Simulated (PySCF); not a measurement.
`F[Si](F)(F)F` (F4Si): adiabatic energies of losing or gaining an electron at several levels

All levels share the PBE0-D3(BJ)/ma-def2-SVP structures and the PBE0-D3(BJ)/ma-def2-SVP thermal terms; only the single-point energies (PySCF) change. Values are adiabatic energies of losing or gaining an electron (0 K, eV).

Measured (NIST Chemistry WebBook): adiabatic ionisation energy 15.24 eV.

```jsonl
{"level": "PBE0-D3(BJ)/6-31G*", "ionisation energy to the radical cation": "14.60", "time": "16 s"}
{"level": "PBE0-D3(BJ)/cc-pVDZ", "ionisation energy to the radical cation": "14.68", "time": "18 s"}
{"level": "PBE0-D3(BJ)/aug-cc-pVTZ", "ionisation energy to the radical cation": "14.94", "time": "90 s"}
{"level": "PBE0-D3(BJ)/6-31G", "ionisation energy to the radical cation": "14.94", "time": "12 s"}
{"level": "PBE0-D3(BJ)/ma-def2-TZVP", "ionisation energy to the radical cation": "14.98", "time": "–"}
{"level": "PBE0-D3(BJ)/6-31+G*", "ionisation energy to the radical cation": "15.00", "time": "22 s"}
{"level": "PBE0-D3(BJ)/pcseg-2", "ionisation energy to the radical cation": "15.03", "time": "42 s"}
{"level": "PBE0-D3(BJ)/def2-SVPD", "ionisation energy to the radical cation": "15.06", "time": "29 s"}
{"level": "PBE0-D3(BJ)/pcseg-1", "ionisation energy to the radical cation": "15.14", "time": "16 s"}
```

Times are wall times for all single points of a level on 1 thread of Intel Xeon @ 2.80GHz, a shared host; the dash marks the run that also made the structures.

The spread: 0.55 eV, from 14.60 to 15.14.

Known limits: F3 and F4 are equivalent in the parent, but the relaxed radical cation is symmetry-broken (Td to C2v), as a Jahn-Teller-type distortion or an artefact of the method; its spin populations, distances and adiabatic value belong to that structure.

Differences come from unrounded values, so a last digit can differ from that of the printed terms.
